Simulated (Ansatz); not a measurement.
Ansatz (an electronic-structure program) input (CAM-B3LYP/def2-TZVP):

Ansatz 0.2 input:
```yaml
crystal:
  periodic: [false, false, false]
  atoms:
    - {symbol: Ce, position_ang: [0.13363989, -0.03828835, 0.14979796]}
    - {symbol: O, position_ang: [0.72296942, 0.37648830, -1.55943872]}
    - {symbol: O, position_ang: [-1.69185865, -0.09889775, 0.47340352]}
basis:
  gaussian:
    orbitals: def2-TZVP
hamiltonian:
  xc: {name: CAM-B3LYP}
total_charge: -1
magnetization: {spin_polarized: true, initial_magnetization: 1}
output: {forces: true}
```

End of the output:

```
integrals: 0.11 GiB planned
1174 factors; their error is unknown
integrals: 0.15 GiB planned
187 factors; integrals over basis functions are off by at most 8.9e-5 eV
mean field: 1.12 GiB planned
mean field evaluation 1: about -17006.0349 eV, gradient 7.3e1 eV
mean field evaluation 2: about -15347.1500 eV, gradient 9.0e2 eV
mean field evaluation 4: about -16998.6605 eV, gradient 1.0e2 eV
mean field evaluation 8: about -17023.6869 eV, gradient 1.2e-1 eV
mean field evaluation 16: about -17022.1291 eV, gradient 2.1e1 eV
mean field -17023.68718776 eV, -625.6089650806 hartree, gradient 1.4e-5 eV, S^2 0.750235; 6 other end points of the search recorded, 0 dependent functions left out
the calculation of the forces begins
reference -17023.68727321 eV, -625.6089682210 hartree; 24, 23 occupied and 131, 132 virtual orbitals, 1174 factors
Total energy: -17023.68727321 eV, -625.6089682210 hartree
Atom 0 at     0.133640    -0.038288     0.149798 Å, force    -0.386888     0.110845    -0.433665 eV/Å
Atom 1 at     0.722969     0.376488    -1.559439 Å, force    -0.142113    -0.121480     0.499310 eV/Å
Atom 2 at    -1.691859    -0.098898     0.473404 Å, force     0.529000     0.010636    -0.065644 eV/Å
Dipole moment:     0.006515    -0.001867     0.007303 e Å
```

The spin state was set by rule; other spins were not relaxed.
